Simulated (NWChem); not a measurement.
System: H2SeO2; SMILES O[Se]O

```xyz
5

Se     0.3991    -0.0105     0.0000
O     -0.7248    -0.0808    -1.3936
H     -0.9860     0.8248    -1.6068
O     -0.7248    -0.0808     1.3936
H     -0.9860     0.8248     1.6068
```
Atoms are numbered in this order, from 1.

Computed with NWChem. All runs use the structure optimised with PBE0/def2-SVP. Ions are spin-unrestricted doublets at the neutral geometry; other ion states weren't tried.

| level | vertical ionisation energy, ΔSCF (eV) | −ε(HOMO) (eV) | ΔSCF minus −ε(HOMO) (eV) |
|---|---|---|---|
| B3LYP/aug-cc-pVDZ | 9.25 | 6.45 | 2.80 |
| PBE/aug-cc-pVDZ | 9.01 | 5.38 | 3.63 |
| BHandHLYP/aug-cc-pVDZ | 9.27 | 7.84 | 1.43 |
| Hartree-Fock/aug-cc-pVDZ | 8.51 | 9.62 | -1.11 |
| M06-2X/aug-cc-pVDZ | 9.28 | 7.89 | 1.39 |
